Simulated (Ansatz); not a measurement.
C$_{5}$H$_{7}$ (SMILES [CH]1CC12CC2), doublet, geometry from GFN2-xTB; Ansatz (a program for electronic structure) with BLYP/def2-SVP.

Input for Ansatz:
Ansatz 0.2 input:
```yaml
crystal:
  periodic: [false, false, false]
  atoms:
    - {symbol: C, position_ang: [-0.00592064, 0.06255727, 0.04919876]}
    - {symbol: C, position_ang: [0.05276925, 0.74146840, 1.29776337]}
    - {symbol: C, position_ang: [-0.04143606, -0.73565075, 1.32173897]}
    - {symbol: C, position_ang: [0.71684363, 0.01914460, -1.25871358]}
    - {symbol: C, position_ang: [-0.78709602, 0.06699964, -1.21998696]}
    - {symbol: H, position_ang: [0.71989492, 1.44391333, 1.74538562]}
    - {symbol: H, position_ang: [-0.98300469, -1.19090749, 1.60534724]}
    - {symbol: H, position_ang: [0.81949464, -1.32985821, 1.61492175]}
    - {symbol: H, position_ang: [1.19255360, -0.91053662, -1.53692256]}
    - {symbol: H, position_ang: [1.25302117, 0.90112219, -1.57731201]}
    - {symbol: H, position_ang: [-1.33584518, -0.82610055, -1.48128458]}
    - {symbol: H, position_ang: [-1.27707539, 0.98525249, -1.51013864]}
basis:
  gaussian:
    orbitals: def2-SVP
hamiltonian:
  xc: blyp
magnetization: {spin_polarized: true, initial_magnetization: 1}
```

It wrote (shortened):

```
Functional definition: BLYP
1196 factors; their error is unknown
mean field evaluation 1: about -5276.4217 eV, gradient 4.6e1 eV
mean field evaluation 2: about -5260.1918 eV, gradient 7.2e1 eV
mean field evaluation 4: about -5288.1796 eV, gradient 4.5e0 eV
mean field evaluation 8: about -5288.2055 eV, gradient 2.6e-1 eV
mean field evaluation 16: about -5288.2058 eV, gradient 7.4e-5 eV
mean field -5288.20579293 eV, -194.3379784156 hartree, gradient 2.4e-5 eV, S^2 0.752596; 0 other end points of the search recorded, 0 dependent functions left out
reference -5288.20608944 eV, -194.3379893121 hartree; 19, 18 occupied and 86, 87 virtual orbitals, 1196 factors
Total energy: -5288.20608944 eV, -194.3379893121 hartree
```
